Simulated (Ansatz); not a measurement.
`BN[SiH2]C=C` + `[SH][GeH3]` → `C=C[SiH2][S][GeH3]` + `BN`  (ligand exchange at the Si–N bond)

Program: Ansatz. Geometries: PBE0-D4/def2-TZVP. ΔE: electronic, gas phase. CBS: MP2 limit from def2 TZ/QZ plus the TZ coupled-cluster correction, frozen cores. This one scheme is used for every species. Functionals use def2-TZVPP. For Ge outer-core shells are correlated without core-valence functions, which leaves a few kJ/mol of doubt a bond. Scalar relativity is left out up to krypton. One conformer a species, not always the lowest.

```tsv
level	ΔE (kJ/mol)	difference from CCSD(T)/CBS
LDA (SPW92)	-33.4	-6.5
r2SCANh-D4	-29.9	-3.0
B2PLYP	-19.9	7.0
r2SCAN	-28.5	-1.6
CAM-B3LYP	-14.4	12.5
LC-ωPBE	-25.2	1.7
HF/def2-SVP	-10.7	16.2
HF/def2-TZVPP	-6.0	20.9
SCS-MP2/def2-TZVPP	-22.0	4.9
SCS-MP2/def2-QZVPP	-23.3	3.6
CCSD(T)/CBS	-26.9	0
```

Largest T1 diagnostic among the species: 0.012.

Leaving LDA and LC-ωPBE aside and taking each functional with its dispersion term where it has one, the values, not all of them listed here, spread over 16.9 kJ/mol, from revPBE-D4 to B2PLYP. LDA lies −3.7 kJ/mol from PBE without D4. The D4 term adds −10.8 kJ/mol with B3LYP and −6.1 kJ/mol with PBE0; it sums over pairs of atoms, weighted by their polarisabilities, and B3LYP, whose exchange is more repulsive, gets the larger term. In def2-TZVPP, CCSD(T) changes the Hartree–Fock value by −17.3 kJ/mol (the triples alone add −3.8 kJ/mol) and MP2 by −22.8 kJ/mol.

B3LYP here is the variant with VWN-RPA as its local correlation; programs differ in this.
